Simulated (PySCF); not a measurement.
Compound: C3H7OPSi.
Numbering: `[PH2:1][SiH2:2][C:3]1=[CH:4][O:5][CH2:6]1` (hydrogens: H7, H8 on P1; H9, H10 on Si2; H11 on C4; H12, H13 on C6)

Computed by this run: PBE0-D3(BJ)/def2-SVP geometry optimisation, gas phase (PySCF); density fitting, grid level 1; the optimiser is geomeTRIC in internal coordinates, started from a GFN2-xTB structure with every atom displaced at random (about 0.01 Å).

Geometry at step 2:
```
atom  x, y, z in Å
P1      2.5798    0.3887   -0.7619
Si2     0.9624   -0.9117    0.1507
C3     -0.6341   -0.0337   -0.1210
C4     -1.0486    1.0877   -0.7529
O5     -2.3766    1.0416   -0.4659
C6     -2.0914   -0.1746    0.2726
H7      2.4035    1.4191    0.2141
H8      3.6396   -0.2393   -0.0329
H9      0.9965   -2.2408   -0.5385
H10     1.1683   -1.1766    1.6105
H11    -0.6303    1.9076   -1.3469
H12    -2.3441   -0.0612    1.3380
H13    -2.6376   -1.0236   -0.1669
```

**Question.** What forces act on the atoms?

**Answer.** 
```json
{"atom": "P1", "Fx (eV/Å)": "0.043", "Fy (eV/Å)": "0.007", "Fz (eV/Å)": "0.045"}
{"atom": "Si2", "Fx (eV/Å)": "-0.013", "Fy (eV/Å)": "-0.017", "Fz (eV/Å)": "0.016"}
{"atom": "C3", "Fx (eV/Å)": "0.083", "Fy (eV/Å)": "-0.001", "Fz (eV/Å)": "0.116"}
{"atom": "C4", "Fx (eV/Å)": "-0.090", "Fy (eV/Å)": "-0.035", "Fz (eV/Å)": "0.002"}
{"atom": "O5", "Fx (eV/Å)": "-0.056", "Fy (eV/Å)": "0.168", "Fz (eV/Å)": "0.050"}
{"atom": "C6", "Fx (eV/Å)": "0.045", "Fy (eV/Å)": "-0.107", "Fz (eV/Å)": "-0.199"}
{"atom": "H7", "Fx (eV/Å)": "0.011", "Fy (eV/Å)": "-0.009", "Fz (eV/Å)": "0.003"}
{"atom": "H8", "Fx (eV/Å)": "-0.038", "Fy (eV/Å)": "0.013", "Fz (eV/Å)": "-0.048"}
{"atom": "H9", "Fx (eV/Å)": "0.007", "Fy (eV/Å)": "0.006", "Fz (eV/Å)": "-0.004"}
{"atom": "H10", "Fx (eV/Å)": "0.014", "Fy (eV/Å)": "0.010", "Fz (eV/Å)": "0.003"}
{"atom": "H11", "Fx (eV/Å)": "-0.012", "Fy (eV/Å)": "-0.074", "Fz (eV/Å)": "0.000"}
{"atom": "H12", "Fx (eV/Å)": "0.025", "Fy (eV/Å)": "0.045", "Fz (eV/Å)": "-0.010"}
{"atom": "H13", "Fx (eV/Å)": "-0.019", "Fy (eV/Å)": "-0.007", "Fz (eV/Å)": "0.026"}
```

The largest, 0.23 eV/Å, acts on C6; the rms over all components is 0.059 eV/Å. The forces sum to zero within rounding, as they must for an isolated molecule in no field.

**Question.** Give the force on C6 in Eh/bohr and in nN.

**Answer.** 0.230 eV/Å ÷ 51.422 = 0.00447 Eh/bohr, and 0.230 eV/Å × 1.602 = 0.37 nN.

**Question.** How far is this geometry from the end of the optimisation?

**Answer.** 0.013 eV above it, and 0.180 Å rms away after alignment. The bonds farthest from their final lengths, with half the difference of the two atoms' forces along the bond (positive lengthens):

| bond | now (Å) | final (Å) | force along bond (eV/Å) |
| --- | --- | --- | --- |
| P1–H8 | 1.431 | 1.429 | -0.05 |
| O5–C6 | 1.451 | 1.454 | +0.06 |
| P1–H7 | 1.430 | 1.429 | -0.02 |

The angle farthest from its final value is Si2–P1–H7, 92.9° against 94.1°.

The cost below is that of the whole optimisation. On one thread, Arm Neoverse V1 (aarch64), no GPU, on a shared host, this took 98 s wall and 0.53 GiB of memory at its peak.
